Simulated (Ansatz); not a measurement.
Basis-set extrapolation for `NC[SiH2]BF` (PBE0-D4/def2-TZVP geometry, frozen core, Ansatz 0.2.0). Multiplicity 1, RHF reference.

|  | def2-TZVPP | def2-QZVPP |
| --- | --- | --- |
| HF | -509.577050 | -509.596387 |
| MP2 correlation | -0.858892 | -0.925117 |
| CCSD(T) correlation | -0.939580 | not run |

Energies in hartree. Use E(X) = E(∞) + A·exp(−7.88·√X) for Hartree–Fock and E(X) = E(∞) + B·X^(−2.97) for correlation, with X = 3 and 4, and add CCSD(T) minus MP2 of the smaller set to the MP2 limit.

Q: What is the CCSD(T) energy at the basis-set limit?

A: HF limit: -509.596387 + (-0.019337) × 0.13774 = -509.59905. MP2 limit: -0.925117 + (-0.066225) × 0.74074 = -0.97417. Higher-order term: -0.939580 − (-0.858892) = -0.08069. Total: -510.65391 hartree, 360.4 kJ/mol below CCSD(T)/def2-TZVPP.
